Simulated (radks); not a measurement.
P3+, configuration [Ne] 3s2. All-electron calculation, non-relativistic Kohn-Sham, PBE, spin-polarised, spherical densities, point nucleus. Program: a radial shooting solver on a logarithmic mesh with Libxc functionals.

X-ray form factor f0, the Fourier transform of the density (f0(0) = 12):

sin(theta)/lambda (1/angstrom),f0 (electrons)
0.05,11.841
0.1,11.399
0.15,10.770
0.2,10.062
0.25,9.360
0.3,8.712
0.4,7.601
0.5,6.652
0.6,5.779
0.8,4.241
1,3.097
1.25,2.214
1.5,1.741
2,1.330
